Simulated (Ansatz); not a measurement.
Frontier orbitals of `F[SiH]([SiH3])S`.

```json
{"atom": "F1", "x (Å)": "0.371", "y (Å)": "-1.275", "z (Å)": "1.805"}
{"atom": "Si2", "x (Å)": "0.418", "y (Å)": "-0.961", "z (Å)": "0.232"}
{"atom": "Si3", "x (Å)": "-1.154", "y (Å)": "0.706", "z (Å)": "-0.236"}
{"atom": "S4", "x (Å)": "2.356", "y (Å)": "-0.348", "z (Å)": "-0.385"}
{"atom": "H5", "x (Å)": "0.197", "y (Å)": "-2.242", "z (Å)": "-0.481"}
{"atom": "H6", "x (Å)": "-1.274", "y (Å)": "0.849", "z (Å)": "-1.711"}
{"atom": "H7", "x (Å)": "-2.484", "y (Å)": "0.379", "z (Å)": "0.341"}
{"atom": "H8", "x (Å)": "-0.669", "y (Å)": "1.989", "z (Å)": "0.340"}
{"atom": "H9", "x (Å)": "2.240", "y (Å)": "0.903", "z (Å)": "0.095"}
```

Charge 0, multiplicity 1. The structure was optimised at the PBE0-D4/def2-TZVP level. It is one conformer, not always the lowest. Basis def2-TZVPP, Ansatz 0.2.0.

```
functional  HOMO (eV)  LUMO (eV)  gap (eV)
       PBE      -6.67      -1.29      5.38
    revPBE      -6.62      -1.19      5.43
    r2SCAN      -6.95      -1.02      5.93
    B97M-V      -7.07      -1.20      5.87
      PBE0      -7.87      -0.45      7.42
   r2SCANh      -7.39      -0.72      6.67
   LC-ωPBE     -10.53       1.73     12.26
   ωB97M-V      -9.99       1.34     11.33
```

A quarter of exact exchange (PBE0) shifts PBE's HOMO by −1.19 eV and its LUMO by +0.84 eV; full exchange at long range (ωB97M-V) shifts them by −3.31 and +2.63 eV. The gap opens from 5.39 to 11.33 eV, since occupied levels lose self-interaction and empty ones feel all the electrons. A positive LUMO is unbound and depends on the basis.

LC-ωPBE has ω = 0.4 bohr⁻¹.
